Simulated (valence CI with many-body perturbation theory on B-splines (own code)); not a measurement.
## E1 transitions of Ru XXXVIII

Calculated by configuration interaction combined with many-body perturbation theory (CI+MBPT): five valence electrons over a frozen Dirac-Fock core [He], radial functions for each j: 9 s, 9 p, 8 d, 6 f, 3 g, 1 h, with the one-electron correlation potential Σ1, the two-electron term Σ2, the three-electron term Σ3, Breit, model QED; selected CI, second order for the rest (own B-spline code, finite nucleus).

No measured spectrum was set against this ion. As an estimate, large intervals hold to a few tenths of a per cent, small ones and those within an open d or f shell to about a per cent. Among the levels kept, up to 1800 cm⁻¹ of a level comes from second order outside the variational space, and about a tenth of that is noise between levels of different J, which matters for small intervals.

Lines 1 to 50 of 269 in falling wavelength, among levels below 247.03 Ry, chosen from the strongest by gf and those to the six lowest levels. Wavelengths and rates use the calculated energies. Electric multipoles are in the length gauge, E1 and E2 with the static RPA response of the core. Weak lines are less certain than strong ones. Lines between different terms over intervals too small for the method are left out, as are lines whose strength nearly cancels. The highest levels of a list are the least certain.

Levels are named by their leading jj configuration (3d3/2^4 stands for four electrons in 3d with j = 3/2), which in mixed levels can hold well under half, so a name can repeat and another be missing. Letters in brackets count levels of one name in rising energy.

```tsv
λ vac (nm)	Upper	Lower	A (s⁻¹)	S (a.u.) with core polarisation	S without
32.55	(2s 2p1/2^2 2p3/2 3p1/2) J=5/2	(2s 2p1/2^2 2p3/2 3s) J=3/2 [a]	6.03e+08	6.16e-02	6.16e-02
26.56	(2s^2 2p1/2 2p3/2 3p1/2) J=5/2	(2s^2 2p1/2 2p3/2 3s) J=3/2 [b]	1.39e+09	7.70e-02	7.71e-02
26.10	(2s 2p1/2^2 2p3/2 3p1/2) J=3/2 [b]	(2s 2p1/2^2 2p3/2 3s) J=3/2 [b]	1.91e+09	6.70e-02	6.70e-02
24.97	(2s^2 2p1/2 2p3/2 3p1/2) J=1/2	(2s^2 2p1/2 2p3/2 3s) J=3/2 [a]	3.03e+09	4.65e-02	4.65e-02
24.82	(2s^2 2p1/2^2 3p1/2) J=1/2	(2s^2 2p1/2^2 3s) J=1/2	3.91e+09	5.91e-02	5.91e-02
24.58	(2s 2p1/2^2 2p3/2 3p1/2) J=3/2 [b]	(2s 2p1/2^2 2p3/2 3s) J=1/2	1.95e+09	5.73e-02	5.73e-02
24.28	(2s^2 2p1/2 2p3/2 3p1/2) J=5/2	(2s^2 2p1/2 2p3/2 3s) J=5/2	2.16e+09	9.16e-02	9.17e-02
23.45	(2s 2p1/2^2 2p3/2 3p1/2) J=3/2 [a]	(2s 2p1/2^2 2p3/2 3s) J=5/2	3.90e+09	9.94e-02	9.94e-02
23.42	(2s 2p1/2^2 2p3/2^2) J=3/2	(2s^2 2p3/2^3) J=3/2	4.95e+07	1.26e-03	1.26e-03
22.76	(2s^2 2p1/2 2p3/2 3p1/2) J=3/2 [a]	(2s^2 2p1/2 2p3/2 3s) J=3/2 [a]	2.51e+09	5.83e-02	5.84e-02
22.45	(2s 2p1/2^2 2p3/2 3p1/2) J=5/2	(2s 2p1/2^2 2p3/2 3s) J=5/2	3.36e+09	1.13e-01	1.13e-01
22.09	(2s 2p1/2^2 2p3/2 3d3/2) J=7/2	(2s 2p1/2^2 2p3/2 3p3/2) J=7/2	1.34e+09	5.71e-02	5.71e-02
21.85	(2s^2 2p1/2 2p3/2 3d3/2) J=7/2	(2s^2 2p1/2 2p3/2 3p3/2) J=7/2	1.11e+09	4.57e-02	4.57e-02
21.44	(2s^2 2p3/2^2 3p1/2) J=5/2	(2s^2 2p3/2^2 3s) J=3/2	2.86e+09	8.37e-02	8.37e-02
20.58	(2s^2 2p3/2^2 3p1/2) J=3/2	(2s^2 2p3/2^2 3s) J=5/2	4.99e+09	8.59e-02	8.59e-02
20.57	(2s^2 2p1/2 2p3/2 3d5/2) J=3/2 [b]	(2s^2 2p1/2 2p3/2 3p3/2) J=1/2 [b]	2.66e+09	4.57e-02	4.57e-02
19.59	(2s 2p1/2^2 2p3/2 3d5/2) J=9/2	(2s 2p1/2^2 2p3/2 3p3/2) J=7/2	7.41e+09	2.75e-01	2.75e-01
19.44	(2s^2 2p3/2^2 3p1/2) J=5/2	(2s^2 2p3/2^2 3s) J=5/2	3.96e+09	8.62e-02	8.62e-02
18.80	(2s^2 2p1/2 2p3/2 3d5/2) J=5/2 [a]	(2s^2 2p1/2 2p3/2 3p3/2) J=3/2 [a]	2.60e+09	5.12e-02	5.12e-02
18.65	(2s^2 2p1/2 2p3/2 3d5/2) J=5/2 [c]	(2s^2 2p1/2 2p3/2 3p3/2) J=5/2 [b]	1.63e+09	3.14e-02	3.14e-02
18.45	(2s^2 2p1/2 2p3/2 3d5/2) J=9/2	(2s^2 2p1/2 2p3/2 3p3/2) J=7/2	8.15e+09	2.52e-01	2.52e-01
18.40	(2s^2 2p1/2 2p3/2 3d5/2) J=7/2 [a]	(2s^2 2p1/2 2p3/2 3p3/2) J=5/2 [a]	6.84e+09	1.68e-01	1.68e-01
18.00	(2s^2 2p1/2 2p3/2 3p1/2) J=3/2 [b]	(2s^2 2p1/2 2p3/2 3s) J=5/2	6.60e+09	7.60e-02	7.61e-02
17.85	(2s^2 2p1/2^2 3d5/2) J=5/2	(2s^2 2p1/2^2 3p3/2) J=3/2	8.96e+09	1.51e-01	1.51e-01
17.82	(2s^2 2p1/2 2p3/2 3d5/2) J=7/2 [b]	(2s^2 2p1/2 2p3/2 3p3/2) J=5/2 [b]	7.56e+09	1.69e-01	1.69e-01
17.03	(2s^2 2p1/2 2p3/2 3d5/2) J=3/2 [a]	(2s^2 2p1/2 2p3/2 3p3/2) J=1/2 [a]	5.79e+09	5.64e-02	5.64e-02
16.64	(2s^2 2p1/2 2p3/2 3d5/2) J=5/2 [c]	(2s^2 2p1/2 2p3/2 3p3/2) J=3/2 [b]	7.27e+09	9.91e-02	9.91e-02
16.61	(2s^2 2p1/2 2p3/2 3d5/2) J=5/2 [a]	(2s^2 2p1/2 2p3/2 3p3/2) J=5/2 [a]	2.04e+09	2.77e-02	2.77e-02
16.54	(2s^2 2p1/2 2p3/2 3d5/2) J=5/2 [b]	(2s^2 2p1/2 2p3/2 3p3/2) J=3/2 [a]	4.48e+09	6.00e-02	6.00e-02
15.52	(2s 2p1/2^2 2p3/2 3p3/2) J=3/2 [a]	(2s 2p1/2^2 2p3/2 3s) J=3/2 [a]	1.32e+10	9.72e-02	9.72e-02
15.29	(2s^2 2p3/2^2 3p3/2) J=1/2	(2s^2 2p3/2^2 3s) J=3/2	8.62e+09	3.04e-02	3.04e-02
15.25	(2s^2 2p1/2 2p3/2 3p3/2) J=3/2 [a]	(2s^2 2p1/2 2p3/2 3s) J=3/2 [b]	3.80e+09	2.66e-02	2.66e-02
14.98	(2s^2 2p1/2 2p3/2 3d5/2) J=5/2 [a]	(2s^2 2p1/2 2p3/2 3p1/2) J=3/2 [b]	3.77e+09	3.76e-02	3.76e-02
14.74	(2s^2 2p3/2^2 3p3/2) J=5/2	(2s^2 2p3/2^2 3s) J=3/2	9.06e+09	8.59e-02	8.59e-02
14.04	(2s^2 2p1/2 2p3/2 3p3/2) J=1/2 [a]	(2s^2 2p1/2 2p3/2 3s) J=1/2	1.34e+10	3.66e-02	3.66e-02
14.03	(2s 2p1/2^2 2p3/2 3p3/2) J=5/2 [a]	(2s 2p1/2^2 2p3/2 3s) J=3/2 [a]	1.46e+10	1.20e-01	1.20e-01
14.02	(2s 2p1/2^2 2p3/2 3p3/2) J=5/2 [b]	(2s 2p1/2^2 2p3/2 3s) J=3/2 [b]	2.27e+10	1.85e-01	1.85e-01
13.84	(2s^2 2p1/2 2p3/2 3d5/2) J=3/2 [b]	(2s^2 2p1/2 2p3/2 3p3/2) J=3/2 [a]	5.42e+09	2.84e-02	2.84e-02
13.77	(2s^2 2p3/2^2 3p3/2) J=5/2	(2s^2 2p3/2^2 3s) J=5/2	8.84e+09	6.83e-02	6.83e-02
13.74	(2s^2 2p1/2 2p3/2 3p3/2) J=5/2 [a]	(2s^2 2p1/2 2p3/2 3s) J=3/2 [a]	2.08e+10	1.60e-01	1.60e-01
13.70	(2s 2p1/2^2 2p3/2 3d3/2) J=5/2	(2s 2p1/2^2 2p3/2 3p1/2) J=5/2	9.41e+09	7.16e-02	7.17e-02
13.68	(2s^2 2p3/2^2 3p3/2) J=7/2	(2s^2 2p3/2^2 3s) J=5/2	1.96e+10	1.98e-01	1.98e-01
13.68	(2s 2p1/2^2 2p3/2 3p3/2) J=7/2	(2s 2p1/2^2 2p3/2 3s) J=5/2	2.69e+10	2.72e-01	2.72e-01
13.57	(2s^2 2p1/2 2p3/2 3p3/2) J=7/2	(2s^2 2p1/2 2p3/2 3s) J=5/2	2.43e+10	2.40e-01	2.40e-01
13.55	(2s 2p1/2^2 2p3/2 3d3/2) J=7/2	(2s 2p1/2^2 2p3/2 3p1/2) J=5/2	1.24e+10	1.22e-01	1.22e-01
13.49	(2s^2 2p3/2^2 3p1/2) J=1/2	(2s^2 2p3/2^2 3s) J=3/2	9.75e+09	2.36e-02	2.36e-02
13.47	(2s^2 2p1/2 2p3/2 3p3/2) J=3/2 [b]	(2s^2 2p1/2 2p3/2 3s) J=3/2 [b]	1.16e+10	5.58e-02	5.58e-02
13.40	(2s^2 2p1/2 2p3/2 3d3/2) J=3/2 [b]	(2s^2 2p1/2 2p3/2 3p1/2) J=3/2 [b]	8.29e+09	3.94e-02	3.94e-02
13.35	(2s 2p1/2^2 2p3/2 3d3/2) J=5/2	(2s 2p1/2^2 2p3/2 3p1/2) J=3/2 [a]	8.90e+09	6.27e-02	6.27e-02
13.31	(2s^2 2p1/2 2p3/2 3p3/2) J=3/2 [a]	(2s^2 2p1/2 2p3/2 3s) J=1/2	1.13e+10	5.27e-02	5.27e-02
```
